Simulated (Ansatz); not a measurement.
Two members of one family (Series CoX2), computed with Ansatz in the gas phase. The two geometries come from different levels. HOMO and LUMO are taken over both spins. Binding counts from free atoms in the multiplicity of their measured ground term, without zero-point energy. Names give formal oxidation states. The structures are stationary points that may keep the symmetry of their start. Remarks come from the PBE and PBE0 runs and from stability tests at other levels; not every state was tested.

First: Co(SH)2 (quartet, charge 0, r2SCAN-D4/def2-TZVP geometry).

```xyz
5

Co   -0.0009    0.0027    0.0018
S     1.6005    1.4421    0.1639
H     2.5618    0.5608    0.5069
S    -1.5985   -1.4421   -0.1654
H    -2.5628   -0.5636   -0.5073
```

| level | HOMO (eV) | LUMO (eV) | gap (eV) | binding per atom (eV) |
| --- | --- | --- | --- | --- |
| PBE-D4/def2-SVP | -5.53 | -4.83 | 0.70 | 2.87 |
| B3LYP-D4/6-31G | -7.13 | -3.59 | 3.54 | 2.43 |
| PBE0-D4/def2-TZVP | -7.20 | -3.46 | 3.74 | 2.74 |
| BHLYP-D4/def2-TZVP | -8.21 | -2.08 | 6.13 | 2.67 |
| ωB97X-V/def2-TZVP | -9.50 | -1.47 | 8.04 | 2.78 |

Metal–donor distances: 2 × S 2.16 Å. Remarks: spin-contaminated (⟨S²⟩ up to 1.76) (doublet).

Second: Co(NH2)2 (quartet, charge 0, PBE0-D4/def2-TZVP geometry).

| atom | x (Å) | y (Å) | z (Å) |
| --- | --- | --- | --- |
| Co1 | 0.003 | -0.003 | 0.001 |
| N2 | 1.419 | 1.077 | -0.353 |
| H3 | 1.898 | 1.152 | -1.239 |
| H4 | 1.850 | 1.715 | 0.300 |
| N5 | -1.414 | -1.083 | 0.354 |
| H6 | -1.855 | -1.712 | -0.300 |
| H7 | -1.900 | -1.146 | 1.237 |

Q: Estimate the same table for the second.

A: 
```csv
level,HOMO (eV),LUMO (eV),gap (eV),binding per atom (eV)
PBE-D4/def2-SVP,-3.64,-3.34,0.30,3.30
B3LYP-D4/6-31G,-5.55,-1.69,3.86,3.14
PBE0-D4/def2-TZVP,-5.93,-2.17,3.76,3.15
BHLYP-D4/def2-TZVP,-7.28,-1.10,6.18,3.06
ωB97X-V/def2-TZVP,-8.36,-0.23,8.13,3.19
```

Metal–donor distances: 2 × N 1.82 Å. Remarks: spin-contaminated (⟨S²⟩ up to 1.45) (doublet).
